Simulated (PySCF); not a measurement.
SMILES CC(C)[SiH2][SiH2][SiH3] (C3H14Si3), singlet, GFN2-xTB optimised geometry.

```
20

C      1.29     0.52     2.48
C      1.77     0.62     1.04
C      3.29     0.73     1.00
Si     1.14    -0.86     0.00
Si    -1.18    -0.86     0.00
Si    -2.19     1.22     0.00
H      0.20     0.49     2.53
H      1.63     1.38     3.06
H      1.68    -0.38     2.95
H      1.36     1.54     0.61
H      3.65     0.83    -0.02
H      3.75    -0.17     1.43
H      3.64     1.59     1.57
H      1.77    -2.07     0.55
H      1.71    -0.72    -1.35
H     -1.68    -1.64     1.14
H     -1.65    -1.64    -1.16
H     -3.65     1.19    -0.17
H     -1.67     2.07    -1.07
H     -1.95     1.95     1.25
```

Density from PBE0/def2-SVP in PySCF at that geometry.

Minimum of the electron density along straight lines between bonded atoms, close to the bond critical point (lines longer than 1.1 times the sum of covalent radii, or with two minima, are not listed):

| bond | length / Å | ρ at the minimum / e bohr⁻³ | ∇²ρ there / e bohr⁻⁵ | position (fraction from the first atom) |
|---|---|---|---|---|
| C1–C2 | 1.526 | 0.241 | -0.54 | 0.50 |
| C2–C3 | 1.525 | 0.241 | -0.54 | 0.50 |
| C2–Si4 | 1.915 | 0.111 | 0.29 | 0.62 |
| C1–H7 | 1.089 | 0.275 | -1.00 | 0.62 |
| C1–H8 | 1.090 | 0.275 | -1.00 | 0.62 |
| C1–H9 | 1.089 | 0.276 | -1.00 | 0.62 |
| C2–H10 | 1.097 | 0.270 | -0.94 | 0.62 |
| C3–H11 | 1.088 | 0.277 | -1.01 | 0.62 |
| C3–H12 | 1.088 | 0.276 | -1.00 | 0.62 |
| C3–H13 | 1.090 | 0.275 | -0.99 | 0.62 |
| Si4–H14 | 1.472 | 0.114 | 0.31 | 0.49 |
| Si4–H15 | 1.472 | 0.114 | 0.31 | 0.49 |
| Si5–H16 | 1.474 | 0.113 | 0.32 | 0.49 |
| Si5–H17 | 1.472 | 0.113 | 0.32 | 0.49 |
| Si6–H18 | 1.465 | 0.116 | 0.32 | 0.49 |
| Si6–H19 | 1.466 | 0.115 | 0.33 | 0.49 |
| Si6–H20 | 1.467 | 0.115 | 0.33 | 0.49 |
